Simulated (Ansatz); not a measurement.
A nudged elastic band was laid between two geometries of Cl2GeH2 + H4Si (10 atoms, charge 0, multiplicity 1).

The calculation used RKS r2SCAN/def2-SVP (Ansatz 0.2.0).

| Item | Value |
| --- | --- |
| movable images | 5 |
| climbing image | yes |
| spring | 5.0 eV/Å² |
| optimiser | quadratic models (default) |
| start path | through a guess of the saddle point |
| force threshold | 0.03 eV/Å |
| iteration limit | 60 |
| end points | relaxed |

First end point:

```xyz
10
Properties=species:S:1:pos:R:3
Ge 0.743 -0.045 -0.267
H 1.049 0.143 1.217
H 1.938 0.044 -1.216
Cl -0.672 1.476 -0.858
Cl -0.182 -1.972 -0.533
Si -3.154 0.072 1.448
H -3.289 -0.531 0.093
H -4.075 -0.623 2.398
H -3.499 1.523 1.403
H -1.753 -0.089 1.940
```

Last end point:

```xyz
10
Properties=species:S:1:pos:R:3
Ge -0.591 -0.210 -0.554
H 0.219 0.583 2.866
H 0.783 -0.098 0.119
Cl -0.661 1.335 -2.077
Cl -0.624 -2.132 -1.565
Si -2.598 -0.058 0.714
H -3.717 -0.293 -0.240
H -2.585 -1.104 1.777
H -2.701 1.300 1.321
H -0.420 0.677 3.265
```

(1) What changes between the two ends?

(2) What energy profile does the band end with?

(3) What is the geometry of the highest image?

Results:

(1) Bonds broken: Ge1–H2, Si6–H10. Bonds formed: Ge1–Si6, H2–H10. Cl2GeH2 + H4Si becomes Cl2GeH4Si + H2.

(2) The run converged. The highest image is number 3 of 0 to 6, 305.3 kJ/mol above the first end and 296.9 kJ/mol above the last; the last end lies 8.4 kJ/mol above the first. Neighbouring images differ by up to 2.7 eV, so the band resolves the path poorly. A vibrational analysis at the climbing image gives one clearly imaginary mode, 1505i cm⁻¹: a first-order saddle point. The orbitals stay closed-shell, which can raise the energy where a bond breaks towards radicals; this wasn't checked here.

| image | path coordinate (Å) | energy (kJ/mol) | Ge1–H2 (Å) | Si6–H10 (Å) | Ge1–Si6 (Å) |
| --- | --- | --- | --- | --- | --- |
| 0 | 0.00 | 0.0 | 1.53 | 1.49 | 4.26 |
| 1 | 1.10 | 2.1 | 1.53 | 1.49 | 4.01 |
| 2 | 2.19 | 48.5 | 1.53 | 1.50 | 3.31 |
| 3 | 3.28 | 305.3 | 1.78 | 1.96 | 2.63 |
| 4 | 4.38 | 104.8 | 2.43 | 2.51 | 2.41 |
| 5 | 5.48 | 20.7 | 2.98 | 2.87 | 2.38 |
| 6 | 6.58 | 8.4 | 3.60 | 3.43 | 2.38 |

(3) 
```xyz
10
Properties=species:S:1:pos:R:3:forces:R:3
Ge -0.223 -0.053 -0.010 -0.01 0.02 -0.01
H 0.323 0.341 1.636 0.00 0.00 0.01
H 1.233 -0.061 -0.508 0.00 0.00 0.00
Cl -0.849 1.822 -1.044 0.00 0.00 0.01
Cl -0.579 -2.248 -0.185 0.00 -0.01 0.00
Si -2.656 -0.003 0.988 0.00 0.01 0.00
H -3.368 -0.287 -0.290 0.00 0.00 0.00
H -2.923 -1.080 1.988 0.00 0.00 0.00
H -3.065 1.330 1.528 0.00 0.00 -0.01
H -0.786 0.238 1.523 0.00 0.00 0.00
```

The run took 6 min on 4 threads of Arm Neoverse V1, with other jobs on the host, peak memory 0.23 GiB.
